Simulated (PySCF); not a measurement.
Compound: CH₇N₃Si₂.
SMILES with atom numbers: `[N:1]#[C:2][Si@@H:3]([NH2:4])[SiH2:5][NH2:6]` (hydrogens: H7 on Si3; H8, H9 on N4; H10, H11 on Si5; H12, H13 on N6)

Computed by this run: PySCF 2.14.0, PBE0-D3(BJ)/def2-SVP geometry optimisation, gas phase; density fitting, grid level 1; the optimiser is geomeTRIC in internal coordinates, started from a GFN2-xTB structure with every atom displaced at random (about 0.01 Å).

Step 6: E = -21355.0927 eV
```
atom  x, y, z in Å  |  force x, y, z in eV/Å
N1     -1.7658    1.5025    2.1496   -0.031  -0.024  -0.045
C2     -1.5108    0.7069    1.3427    0.052   0.032   0.075
Si3    -0.8800   -0.5536    0.1042   -0.043   0.047  -0.049
N4     -1.6541   -0.2725   -1.4059    0.018  -0.084   0.000
Si5     1.4186   -0.0755    0.0821   -0.006  -0.008   0.089
N6      1.7081    0.2775    1.7513    0.005   0.036  -0.015
H7     -1.1863   -1.8566    0.7719   -0.011  -0.007  -0.033
H8     -1.1312   -0.3296   -2.2704    0.008   0.050  -0.003
H9     -2.6444   -0.4282   -1.5517   -0.003  -0.015   0.009
H10     1.6791    1.0066   -0.9286    0.000   0.006  -0.004
H11     2.2477   -1.2521   -0.3196   -0.010  -0.018   0.006
H12     1.0815    0.9284    2.2163    0.019  -0.014   0.029
H13     2.6432    0.3297    2.1400    0.002  -0.001  -0.059
```

Step 7: E = -21355.1062 eV
```
atom  x, y, z in Å  |  force x, y, z in eV/Å
N1     -1.5672    1.4698    2.2183   -0.049  -0.198  -0.259
C2     -1.4382    0.6722    1.3800    0.004   0.207   0.282
Si3    -0.8946   -0.5818    0.0820    0.022   0.094   0.142
N4     -1.6834   -0.3257   -1.4139    0.050  -0.151  -0.165
Si5     1.4072   -0.1033    0.0876   -0.002  -0.051   0.045
N6      1.6577    0.3570    1.7321    0.123   0.066   0.058
H7     -1.2233   -1.8889    0.7240   -0.053  -0.002  -0.084
H8     -1.1922    0.0422   -2.2168    0.030   0.080   0.003
H9     -2.6136   -0.6453   -1.6486   -0.050  -0.009   0.079
H10     1.6967    0.8996   -0.9971    0.005   0.016   0.018
H11     2.2475   -1.3047   -0.1997   -0.021  -0.020  -0.017
H12     1.0411    1.0472    2.1514    0.004  -0.034   0.029
H13     2.5676    0.3452    2.1822   -0.062   0.002  -0.130
```

Step 8: E = -21355.1208 eV
```
atom  x, y, z in Å  |  force x, y, z in eV/Å
N1     -1.5808    1.4668    2.2196   -0.038  -0.254  -0.312
C2     -1.4560    0.6655    1.3831    0.014   0.240   0.316
Si3    -0.9056   -0.5841    0.0787    0.030   0.098   0.228
N4     -1.6792   -0.3495   -1.4261    0.083  -0.101  -0.249
Si5     1.3998   -0.1085    0.1058    0.005  -0.083  -0.005
N6      1.6857    0.3836    1.7338    0.124   0.055   0.073
H7     -1.2552   -1.8987    0.6905   -0.044   0.000  -0.061
H8     -1.2400    0.1628   -2.1794    0.005   0.062   0.027
H9     -2.5791   -0.7263   -1.6922   -0.042  -0.005   0.102
H10     1.6931    0.8644   -1.0062    0.004   0.020   0.030
H11     2.2265   -1.3252   -0.1580   -0.019  -0.012  -0.030
H12     1.0927    1.0865    2.1646   -0.015  -0.030   0.012
H13     2.6036    0.3460    2.1674   -0.108   0.010  -0.131
```

Q: Estimate the geometry and energy of step 9. (The exact step hangs on the optimiser's Hessian estimate; all steps are aligned on step 8, rigid shifts and turns removed.)

A: E = -21355.1411 eV, largest force 0.254 eV/Å
```
atom  x, y, z in Å  |  force x, y, z in eV/Å
N1     -1.7091    1.4791    2.1938   -0.029  -0.109  -0.132
C2     -1.5204    0.6680    1.3818    0.054   0.077   0.139
Si3    -0.9164   -0.5776    0.0971   -0.056   0.061   0.137
N4     -1.6458   -0.3697   -1.4366    0.154  -0.043  -0.196
Si5     1.3890   -0.1159    0.1342    0.006  -0.067  -0.085
N6      1.7530    0.3959    1.7386    0.039  -0.017   0.049
H7     -1.3015   -1.9038    0.6572   -0.011   0.011   0.019
H8     -1.2531    0.2362   -2.1471   -0.060   0.005   0.063
H9     -2.5309   -0.7772   -1.7096   -0.011   0.036   0.058
H10     1.6646    0.8473   -0.9909    0.004   0.010   0.009
H11     2.1859   -1.3495   -0.1495   -0.010   0.016  -0.018
H12     1.1912    1.0966    2.2108   -0.022  -0.011  -0.018
H13     2.6988    0.3540    2.1018   -0.059   0.032  -0.025
```

The energy changes by -0.0204 eV. The first-order estimate −F·Δx gives -0.0347 eV and the mean of the old and new forces, exact on a quadratic surface, -0.0209 eV. The step makes an angle of 80° with the force vector and moves no atom by more than 0.131 Å.

The cost below is that of the whole optimisation. On one thread of an Arm Neoverse N1 (shared host), this took 2.8 min wall and 0.50 GiB of memory at its peak.
